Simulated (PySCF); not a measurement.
BH₂O₃, SMILES [O-]B(O)O, charge -1.

Geometry optimised at B3LYP-D3(BJ)/def2-SVPD. One conformer was computed; it need not be the lowest.

All values below come from HF/def2-TZVPD run with PySCF.

Isolated molecule, no solvent.

```yaml
total_energy: -250.71016 hartree
point_group: C2v
highest_occupied_level: -4.96 eV
lowest_empty_level: 4.80 eV
orbital_gap: 9.76 eV
dipole_moment_about_the_centre_of_nuclear_charge: 1.61 D
mean_static_polarisability: 31.4 bohr³ (4.65 Å³)
polarisability_principal_values: 26.7, 32.9, 34.5 bohr³
```
